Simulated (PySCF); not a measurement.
**Electric field gradients and quadrupole coupling constants**

Species: C₇H₉F₃O.
Z-matrix (Å and degrees, GFN2-xTB geometry), rows numbered from 1:
```
F 
C   1  1.3579
F   2  1.3520  1  105.98
C   2  1.5264  1  110.64  3  -120.68
C   4  1.5237  2  110.53  1    54.97
O   5  1.3977  4  117.10  2   157.36
C   6  1.3992  5   63.24  4   111.92
C   7  1.5120  5  120.88  6   105.89
C   8  1.5255  7  110.89  5   -22.60
C   9  1.5217  8  109.09  7    54.65
F  10  1.3824  4  108.23  2   -70.91
H   2  1.1001  1  107.89  3   115.64
H   4  1.0964  2  107.38  1   173.46
H   5  1.0872  4  114.31  2    19.12
H   7  1.0878  5  118.07  6  -102.93
H   8  1.0911  7  109.20  5  -143.82
H   8  1.0921  7  108.19  5    98.48
H   9  1.0902  8  110.53  7   174.85
H   9  1.0912  8  109.99  7   -65.24
H  10  1.0987  4  110.50  2    44.68
```

Field gradients from the PBE0/pcSseg-1 density (PySCF, non-relativistic), principal values in atomic units, ordered |Vxx| ≤ |Vyy| ≤ |Vzz|:

| atom | Vxx | Vyy | Vzz |
| --- | --- | --- | --- |
| O6 | 0.9824 | 1.1764 | -2.1589 |

Question: Find the asymmetry η = (Vxx − Vyy)/Vzz and the couplings χ = eQV/h (234.96 MHz × Q in barn × V in au), with Q(17O) = −0.0256 b.

Answer: 
| atom | environment | nucleus | η | χzz (MHz) | χxx (MHz) | χyy (MHz) |
| --- | --- | --- | --- | --- | --- | --- |
| O6 | epoxide oxygen | 17O | 0.09 | 12.99 | -5.91 | -7.08 |

The tensor is traceless: Vxx + Vyy + Vzz = 0.

Question: What is Vzz at O6 in SI units (1 au = 9.71736 × 10²¹ V/m²)?

Answer: -2.1589 au = -20.979 × 10²¹ V/m².

Question: What couplings would deuterons (Q(2H) = 0.00286 b) have in place of the hydrogens, at this geometry?

Answer: 
```json
{"atom": "H12", "bonded to": "C2", "bond length (Å)": "1.100", "Vzz (au)": "0.2667", "η": "0.04", "χzz (kHz)": "179"}
{"atom": "H13", "bonded to": "C4", "bond length (Å)": "1.096", "Vzz (au)": "0.2877", "η": "0.02", "χzz (kHz)": "193"}
{"atom": "H14", "bonded to": "C5", "bond length (Å)": "1.087", "Vzz (au)": "0.3023", "η": "0.09", "χzz (kHz)": "203"}
{"atom": "H15", "bonded to": "C7", "bond length (Å)": "1.088", "Vzz (au)": "0.3054", "η": "0.07", "χzz (kHz)": "205"}
{"atom": "H16", "bonded to": "C8", "bond length (Å)": "1.091", "Vzz (au)": "0.3041", "η": "0.02", "χzz (kHz)": "204"}
{"atom": "H17", "bonded to": "C8", "bond length (Å)": "1.092", "Vzz (au)": "0.3017", "η": "0.02", "χzz (kHz)": "203"}
{"atom": "H18", "bonded to": "C9", "bond length (Å)": "1.090", "Vzz (au)": "0.3055", "η": "0.02", "χzz (kHz)": "205"}
{"atom": "H19", "bonded to": "C9", "bond length (Å)": "1.091", "Vzz (au)": "0.2995", "η": "0.03", "χzz (kHz)": "201"}
{"atom": "H20", "bonded to": "C10", "bond length (Å)": "1.099", "Vzz (au)": "0.2759", "η": "0.06", "χzz (kHz)": "185"}
```

The structure is a single GFN2-xTB conformer in the gas phase; no vibrational or solvent corrections. GFN2-xTB bond lengths can be off by several hundredths of an ångström, more for odd bonds, and the gradients follow them. The basis is small and wasn't made for field gradients, so the couplings can be 20 % off.

These values come from a run that also computed NMR shieldings. The run took 76 s wall on an x86-64 server with one thread, shared host.
